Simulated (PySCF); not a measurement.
Molecule: SMILES O1BOCCC1, C3H7BO2.

Cartesian coordinates in Å; atom numbers follow the order of the lines, from 1:
```xyz
13

B    -0.603    1.621    0.217
O     0.741    1.440    0.125
C     1.267    0.162   -0.167
C     0.332   -0.939    0.294
C    -1.058   -0.691   -0.261
O    -1.502    0.618    0.031
H    -1.018    2.722    0.480
H     2.250    0.082    0.323
H     1.441    0.088   -1.256
H     0.290   -0.947    1.397
H     0.706   -1.923   -0.026
H    -1.066   -0.836   -1.356
H    -1.788   -1.396    0.165
```

Geometry PBE0-D3(BJ)/def2-SVP throughout; GIAO in PySCF 2.14, gas phase, one conformer, non-relativistic; equivalent atoms averaged; basis pcSseg-1.

**Question.** How do the shifts δ (against BF3·OEt2, H2O, TMS at the same level) depend on the functional? (ppm; last column core-seconds on shared hosts with different chips, so compare them loosely; the GGAs took longer than the global hybrids here, which isn't the general rule, and the cause wasn't traced)

**Answer.** 
```tsv
functional	kind	B1	O2/O6	C3/C5	C4	H7	H8/H9/H12/H13	H10/H11	core-s
HF	Hartree–Fock	27.0	88.5	56.0	27.6	3.85	3.64	1.52	6.5
LDA	LDA	23.1	157.7	66.1	31.2	4.25	4.17	1.81	18
PBE	GGA	21.5	147.7	65.1	31.4	4.14	4.08	1.76	25
BLYP	GGA	21.8	149.6	66.4	32.8	4.03	4.08	1.77	24
BP86	GGA	21.4	143.1	65.1	31.2	4.13	4.08	1.75	24
OPBE	GGA	20.3	135.6	62.2	29.4	4.12	4.01	1.74	23
KT2	GGA	20.3	138.3	63.9	31.7	4.08	4.06	1.78	26
KT3	GGA	20.0	134.4	63.3	31.5	3.96	4.00	1.76	26
B97-D	GGA	20.9	134.5	64.4	31.4	3.99	4.05	1.76	26
B3LYP	global hybrid	23.8	135.8	64.1	31.4	4.00	3.96	1.70	15
PBE0	global hybrid	23.8	130.3	62.4	29.8	4.08	3.93	1.68	8.9
mPW1PW91	global hybrid	23.8	128.9	62.4	29.8	4.05	3.92	1.67	16
WP04	global hybrid	24.0	116.0	64.3	30.7	3.59	3.74	1.61	11
B97-2	global hybrid	22.9	124.9	62.2	29.9	4.00	3.92	1.67	10
BHandHLYP	global hybrid	25.9	117.9	61.0	29.9	3.94	3.82	1.62	9.9
CAM-B3LYP	range-separated hybrid	24.9	131.0	63.1	30.5	4.04	3.93	1.67	13
wB97X-D	range-separated hybrid	23.9	120.5	62.0	29.5	4.00	3.88	1.63	13
LC-wPBE	range-separated hybrid	24.6	118.3	60.9	28.0	4.09	3.84	1.61	19
```

**Question.** Which nucleus moves most, in ppm?

**Answer.** O2/O6 (oxygen bonded to C, B, in a 6-membered ring): from 88.5 ppm with HF to 157.7 ppm with LDA. The smallest spread is 0.29 ppm, at H10/H11. Proton shifts span only some 12 ppm, so a few tenths of a ppm matter as much there as several ppm in carbon.
